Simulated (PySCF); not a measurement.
# TbOF at several levels of theory

Computed with PySCF 2.14.0 (density fitting, no spin-orbit coupling) at the geometry relaxed with PBE0:

```xyz
3
TbOF (singlet in the valence; each metal's 4f electrons, 8 of them, lie in its core potential, out of spins and levels)
Tb    0.0316    0.0000   -0.3382
O     1.5342    0.0000    0.7106
F    -1.6677    0.0000    0.7925
```

| level | basis | state | HOMO (eV) | gap (eV) | charge on Tb1 (e) | population of f-type functions on Tb1 (polarisation alone where 4f lies in the core) | dipole about the centre of mass (D) | largest force component (eV/Å) |
| --- | --- | --- | --- | --- | --- | --- | --- | --- |
| PBE0 | Tb lcecp-1-SVP with ECP54, O def2-SVP, F def2-SVP | singlet | -6.64 | 4.29 | 0.91 | 0.09 | 7.61 | 0.01 |
| r2SCAN | the same | singlet | -5.41 | 2.94 | 0.89 | 0.08 | 7.39 | 0.49 |
| BP86 | the same | singlet | -5.31 | 2.47 | 0.76 | 0.08 | 6.97 | 0.77 |

In the lcecp rows the 4f levels are missing from HOMO and gap, and the state counts the valence alone.

Charges are Mulliken's, which hang on the basis. The relaxation used the grid (50, 194), these runs (75, 302) or, all-electron (x2c bases, spin-free X2C Hamiltonian), (99, 590).

Problem. What does PBE0 with Tb lcecp-1-TZVP with ECP54, O def2-TZVP, F def2-TZVP give here?

Solution. state singlet, HOMO (eV) -6.63, gap (eV) 4.29, charge on Tb1 (e) 1.29, population of f-type functions on Tb1 (polarisation alone where 4f lies in the core) 0.09, dipole about the centre of mass (D) 7.86, largest force component (eV/Å) 0.21. Time: 4.8 s on 2 threads of Arm Neoverse V1 (shared host), from free ions and atoms.

In the first row's basis the gap widens with exact exchange: 2.5 to 2.9 eV for BP86, r2SCAN (none); 4.3 eV for PBE0 (a fixed share).

An lcecp potential fixes the number of 4f electrons, so in runs with it no electron can move into or out of that shell.
